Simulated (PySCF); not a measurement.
**C₆ coefficients of unlike pairs at PBE0**

Calculated with PySCF 2.14 from the dipole response of each species, C₆(A,B) = (3/π) ∫ α_A(iu) α_B(iu) du, in atomic units, from isotropic polarisabilities. For ions this is the dispersion term alone; charge-induced terms of lower order in 1/R come first.

```tsv
species	configuration	basis	relativity	α (bohr³)	C₆ (like pair)
Co²⁺	[Ar] 3d7 (4F)	aug-cc-pVQZ (9s8p6d4f3g2h)	none	3.388	9.606
Ge⁺	[Ar] 3d10 4s2 4p1 (2P)	aug-cc-pVTZ-PP with ECP10MDF (6s5p4d2f)	core potential	19.14	109.2
Te³⁺	[Kr] 4d10 5s2 5p1 (2P)	aug-cc-pwCVTZ-DK3 (10s9p7d4f1g)	spin-free X2C	10.65	56.78
Ni	[Ar] 3d8 4s2 (3F)	aug-cc-pwCVTZ-DK (10s9p7d4f3g)	spin-free X2C	49.58	399.0
```

Q: Estimate C₆ for Te³⁺ with Ge⁺.

A: The integral gives 75.66. The combination rule 2 C_A C_B / (C_A α_B/α_A + C_B α_A/α_B) gives 76.15 and the geometric mean 78.73.

No spin-orbit coupling is included.

The other pairs:

| pair | C₆ |
| --- | --- |
| Ge⁺, Co²⁺ | 28.18 |
| Ni, Ge⁺ | 201.6 |
| Ni, Te³⁺ | 133.2 |
| Ni, Co²⁺ | 48.02 |
| Te³⁺, Co²⁺ | 22.68 |
